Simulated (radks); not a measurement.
Q: Radial electron density D(r) = 4 pi r^2 rho(r) of an atom or ion with 24 electrons. Method: Dirac Kohn-Sham, BLYP, spin-unpolarised, spherical densities, finite nucleus; Fermi nuclear charge, rms radius of each element as measured or else 0.836 A^(1/3) + 0.57 fm; computed with a radial shooting solver on a logarithmic mesh with Libxc functionals.

```
   r/bohr * D(r) (the largest magnitude, 104, reaches the edge; | marks zero)
 0.002165 |      *
 0.002422 |       *
 0.002709 |        *
 0.003006 |          *
 0.003362 |            *
 0.003761 |              *
 0.004173 |                *
 0.004668 |                  *
 0.005221 |                     *
 0.005793 |                       *
 0.006479 |                          *
 0.007247 |                             *
 0.008042 |                                *
 0.008995 |                                   *
  0.01006 |                                      *
  0.01116 |                                        *
  0.01249 |                                          *
  0.01397 |                                           *
   0.0155 |                                           *
  0.01733 |                                           *
  0.01939 |                                          *
  0.02151 |                                         *
  0.02406 |                                        *
  0.02691 |                                      *
   0.0301 |                                      *
   0.0334 |                                      *
  0.03736 |                                       *
  0.04179 |                                          *
  0.04637 |                                             *
  0.05186 |                                                 *
  0.05801 |                                                    *
  0.06437 |                                                      *
    0.072 |                                                      *
  0.08053 |                                                    *
  0.08936 |                                                *
  0.09995 |                                          *
   0.1118 |                                     *
    0.124 |                                  *
   0.1387 |                                *
   0.1552 |                                 *
   0.1722 |                                   *
   0.1926 |                                     *
   0.2154 |                                    *
    0.239 |                                 *
   0.2674 |                           *
   0.2991 |                    *
   0.3345 |             *
   0.3712 |       *
   0.4151 |   *
   0.4643 | *
   0.5152 |*
   0.5763 *
   0.6446 *
   0.7153 *
      0.8 *
```

What is the nuclear charge?

A: Z = 62. The innermost maximum, from 1s, lies near gamma/Z bohr with gamma = sqrt(1 - (Z/c)^2) = 0.892, here 0.0144 bohr (found: 0.0159), and its height grows with Z. The density is that of the samarium ion Sm38+ in [Ar] 3d6; the configuration itself is not fixed sharply by these data, and Z only to a few units. D(r) has 3 maxima, at r = 0.0159, 0.0681, 0.200 bohr, and minima at 0.0308, 0.140 bohr, inside which lie 2.02, 11.21 electrons.
